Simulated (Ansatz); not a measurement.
Total energies of S-phenylthianthrenium bistriflimide, `O=S(=O)([N-]S(=O)(=O)C(F)(F)F)C(F)(F)F.c1ccc([S+]2c3ccccc3Sc3ccccc32)cc1` from Ansatz at PBE0-D4/def2-SVP, gas phase (1 Eh = 27.2114 eV = 2625.5 kJ/mol). The reference geometry is relaxed at PBE-D4/def2-SVP.

```json
{"state": "charge 0 singlet", "geometry": "reference", "energy (Eh)": "-3313.14608"}
{"state": "charge 1 doublet", "geometry": "reference", "energy (Eh)": "-3312.83539"}
{"state": "charge -1 doublet", "geometry": "reference", "energy (Eh)": "-3313.17508"}
{"state": "charge -1 doublet", "geometry": "relaxed at PBE-D4/def2-SVP", "energy (Eh)": "-3313.18603"}
```

Single mean-field runs in def2-SVP are fitted with def2-universal-jkfit.

(1) Work out the vertical ionisation energy to the doublet.

(2) Work out the vertical electron affinity, to the doublet.

(3) Give the fundamental gap IE − EA, the Mulliken electronegativity (IE + EA)/2 and the hardness (IE − EA)/2.

(4) How much does the charge -1 doublet relax, and what is the adiabatic electron affinity?

(1) E(charge 1 doublet) − E(charge 0 singlet) = -3312.83539 − (-3313.14608) = 0.31069 Eh = 8.45 eV. For comparison, −ε of the highest occupied level is 7.07 eV at this level, 1.38 eV less.

(2) E(charge 0 singlet) − E(charge -1 doublet) = -3313.14608 − (-3313.17508) = 0.02900 Eh = 0.79 eV. The basis lacks diffuse functions, which makes affinities too small.

(3) From the values in Eh: IE − EA = 0.31069 − 0.02900 = 0.28169 Eh = 7.67 eV; (IE + EA)/2 = 4.62 eV; (IE − EA)/2 = 3.83 eV. The HOMO–LUMO gap of the same run is 5.09 eV, 2.58 eV smaller than the fundamental gap.

(4) Relaxation: -3313.17508 − (-3313.18603) = 0.01095 Eh = 0.30 eV. Adiabatic electron affinity: 0.03995 Eh = 1.09 eV, without zero-point energy. 

At PBE0-D4/def2-SVP the highest occupied level of the charge -1 doublet lies above zero (up to 0.48 eV). By energy differences its removal costs 0.79 eV (vertical, to the charge 0 singlet, at PBE0-D4/def2-SVP); self-interaction error and the lack of diffuse functions both raise the level.
